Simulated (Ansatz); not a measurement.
Abstraction of Cl: SiH2(CH3)Cl + CH2I → SiH2(CH3) + CH2ClI

Species: SiH2(CH3)Cl ((chlorosilyl)methane), singlet; CH2I `[CH2]I`, doublet; SiH2(CH3), doublet; CH2ClI (chloroiodomethane) `ClCI`, singlet. A radical takes Cl: the energy is the difference in strength between the Si–Cl bond broken and the C–Cl bond made.

Shapes, held fixed at every level: PBE0-D4/def2-TZVP. Programs: Ansatz 0.2.0. The zero-point and thermal change to 298 K, harmonic and unscaled (PBE0-D4/def2-TZVP), is +4.9 kJ/mol.

```tsv
level	kind	ΔH(298 K) (kJ/mol)	less CCSD(T)/def2-TZVPP
MP2/def2-TZVPP	perturbation theory	+129.5	-9.1
HF/def2-SVP	Hartree–Fock	+165.6	+27.0
SPW92/def2-TZVPP	LDA	+115.3	-23.3
B3LYP-D4/def2-TZVPP	global hybrid	+137.3	-1.3
PBE0-D4/def2-TZVPP	global hybrid	+132.1	-6.5
B2PLYP/def2-TZVPP	double hybrid	+139.8	+1.2
CCSD(T)/def2-TZVPP	coupled cluster or CI	+138.6	0.0
```

The highest level, CCSD(T)/def2-TZVPP, gives ΔH(298 K) = +138.6 kJ/mol; the levels span +115.3 to +165.6. The column of differences is taken from that level and isn't an error. No measured value is set beside it here. Open shells run unrestricted. For atoms past krypton def2 sets carry core potentials with scalar relativity. Outer-core shells of I are correlated, in sets that cover them unevenly.
